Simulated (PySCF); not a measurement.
C3H9NSi2, SMILES C#C[C@H](N)[SiH2][SiH3]. Heavy atoms are numbered as in [CH:1]#[C:2][C@H:3]([NH2:4])[SiH2:5][SiH3:6]. Hydrogens are named by the atom that carries them.

The structure is a stationary point at B3LYP-D3(BJ)/def2-SVP. The structure was generated by enumeration; whether it is a known compound was not checked. The values are those of a single conformer.

Computed with PBE/def2-TZVP run with PySCF.

ESP charges are fitted to the potential on shells at 1.4 to 2.0 van der Waals radii. Atomic charges (e), one atom of each kind:

| atom | ESP fit | Mulliken | meta-Löwdin |
|---|---|---|---|
| C1 (CH) | -0.42 | -0.16 | -0.23 |
| C2 | -0.04 | -0.02 | -0.04 |
| C3 (CH) | 0.30 | -0.12 | -0.18 |
| N4 (NH2) | -0.86 | -0.43 | -0.48 |
| Si5 (SiH2) | [?] | 0.10 | 0.32 |
| Si6 (SiH3) | [?] | 0.00 | 0.16 |
| H on C1 | [?] | 0.16 | 0.17 |
| H on C3 | 0.10 | 0.11 | 0.15 |
| H on N4 | [?] | 0.21 | 0.22 |
| H on Si5 | [?] | -0.02 | -0.08 |
| H on Si6 | -0.03 | -0.01 | -0.05 |

Problem. Some entries are withheld; supply them. (The exact figures need the calculation; the answer reports its results.)

Solution. 
- Si5 (SiH2), ESP fit: 0.02
- Si6 (SiH3), ESP fit: 0.09
- H on C1, ESP fit: 0.29
- H on N4, ESP fit: 0.33
- H on Si5, ESP fit: -0.05

Computed Mayer and Wiberg (Löwdin basis) orders of the bonds:
```tsv
bond	Mayer	Wiberg
C1–C2	2.68	2.92
C2–C3	1.20	1.30
C3–N4	1.05	1.39
C3–Si5	1.00	1.02
Si5–Si6	0.95	1.15
```
